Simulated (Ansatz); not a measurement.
Coupled-cluster run, BClH$_{5}$NOSi.

```yaml
crystal:
  periodic: [false, false, false]
  atoms:
    - {symbol: B, position_ang: [-0.535957, 0.578973, 1.159135]}
    - {symbol: Si, position_ang: [-0.061637, 0.502398, -0.714523]}
    - {symbol: N, position_ang: [0.031082, -0.854807, 0.540424]}
    - {symbol: O, position_ang: [1.416509, 0.783355, -1.352844]}
    - {symbol: Cl, position_ang: [-1.272347, -0.225979, -2.221346]}
    - {symbol: H, position_ang: [0.250481, 1.088033, 1.903206]}
    - {symbol: H, position_ang: [-1.694702, 0.523592, 1.447454]}
    - {symbol: H, position_ang: [-0.621742, -1.626477, 0.523263]}
    - {symbol: H, position_ang: [0.932094, -1.153349, 0.889341]}
    - {symbol: H, position_ang: [1.639418, 0.333162, -2.171108]}
basis:
  gaussian: {orbitals: def2-TZVPP}
correlation: {method: ccsd_t}
```

```sh
$ ansatz run in.yaml --threads 4 --pin off --events-out ev --progress --plain --max-ram 10444MiB
```

Log, shortened:

```
Functional definition: HF
1459 factors; integrals over basis functions are off by at most 1.3e-3 eV
mean field evaluation 1: about -24636.3011 eV, gradient 4.5e1 eV
mean field evaluation 2: about -24636.5853 eV, gradient 4.5e1 eV
mean field evaluation 4: about -24640.7431 eV, gradient 3.9e0 eV
mean field evaluation 8: about -24640.8118 eV, gradient 2.9e-1 eV
mean field -24640.81225182 eV, -905.5331481121 hartree, gradient 6.8e-6 eV, S^2 0.000000; 0 other end points of the search recorded, 0 dependent functions left out
13 core orbitals not correlated: weight in the atoms' cores, before any rotation towards them, 1.000 or more for the frozen orbitals, at most 0.000 for the correlated occupied ones
reference -24640.81225182 eV, -905.5331481121 hartree; 15, 15 occupied and 219, 219 virtual orbitals, 1459 factors
second order -23.90037042 eV of doubles, -0.00000000 eV of singles
cycle   1  -24.40569646 eV  change   -5.1e-1 eV  update   9.8e-2
cycle   2  -24.94883302 eV  change   -5.4e-1 eV  update   2.8e-2
cycle   3  -25.05676894 eV  change   -1.1e-1 eV  update   1.4e-2
cycle   4  -25.04598459 eV  change    1.1e-2 eV  update   3.1e-3
cycle   5  -25.04511400 eV  change    8.7e-4 eV  update   1.3e-3
cycle   6  -25.04555497 eV  change   -4.4e-4 eV  update   3.9e-4
cycle   7  -25.04532075 eV  change    2.3e-4 eV  update   1.5e-4
cycle   8  -25.04529946 eV  change    2.1e-5 eV  update   4.5e-5
cycle   9  -25.04531354 eV  change   -1.4e-5 eV  update   1.8e-5
perturbative correction -1.01785638 eV, -0.0374055321 hartree
Total energy: -24666.87542174 eV, -906.4909519403 hartree
```

It took 120 s on 4 threads of an Arm Neoverse V2 on a shared host, with 5 GiB of host memory at the peak.

The correlation energy is -26.063 eV, 3.9 % of it from (T); the T1 diagnostic reads 0.0109.
